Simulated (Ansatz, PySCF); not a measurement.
This PySCF input computes a CAM-B3LYP/def2-TZVPD energy:

```python
from pyscf import gto, scf, dft

mol = gto.M(
    atom='''
    C    -1.25853333   -0.85987455    0.30577813
    C    -0.27444229    0.18596863   -0.11936502
    F    -0.35540376    0.41305842   -1.47350774
    F    -0.54637870    1.38993826    0.48754089
    C     1.20446434   -0.10978173    0.17198250
    O     1.58642023   -1.10969521    0.70727740
    H    -1.19047236   -1.01408797    1.38106963
    H    -2.26230202   -0.52916018    0.04328446
    H    -1.03686620   -1.79981813   -0.19625339
    H     1.88538849    0.69578374   -0.16299196
    ''',
    basis='def2-tzvpd',
    charge=0,
    spin=0,
    verbose=4,
)

mf = dft.RKS(mol, xc='camb3lyp').density_fit(auxbasis='def2-universal-jkfit')
mf.grids.level = 3
mf.conv_tol = 1e-9
mf.max_cycle = 100
mf.max_memory = 1500
mf.kernel()
if not mf.converged:
    mf = mf.newton()
    mf.kernel(mf.make_rdm1())
mf.analyze()
```

Write an input for the same energy in Ansatz (a quantum-chemistry and plane-wave program) and say what it gives.


Ansatz 0.2 input:
```yaml
crystal:
  periodic: [false, false, false]
  atoms:
    - {symbol: C, position_ang: [-1.25853333, -0.85987455, 0.30577813]}
    - {symbol: C, position_ang: [-0.27444229, 0.18596863, -0.11936502]}
    - {symbol: F, position_ang: [-0.35540376, 0.41305842, -1.47350774]}
    - {symbol: F, position_ang: [-0.54637870, 1.38993826, 0.48754089]}
    - {symbol: C, position_ang: [1.20446434, -0.10978173, 0.17198250]}
    - {symbol: O, position_ang: [1.58642023, -1.10969521, 0.70727740]}
    - {symbol: H, position_ang: [-1.19047236, -1.01408797, 1.38106963]}
    - {symbol: H, position_ang: [-2.26230202, -0.52916018, 0.04328446]}
    - {symbol: H, position_ang: [-1.03686620, -1.79981813, -0.19625339]}
    - {symbol: H, position_ang: [1.88538849, 0.69578374, -0.16299196]}
basis:
  gaussian:
    orbitals: def2-TZVPD
hamiltonian:
  xc: {name: CAM-B3LYP}
output: {forces: true}
```
It gives -391.66431 Eh, and PySCF -391.66439 Eh, a difference of 0.08 mEh, from the treatment of integrals and grids.
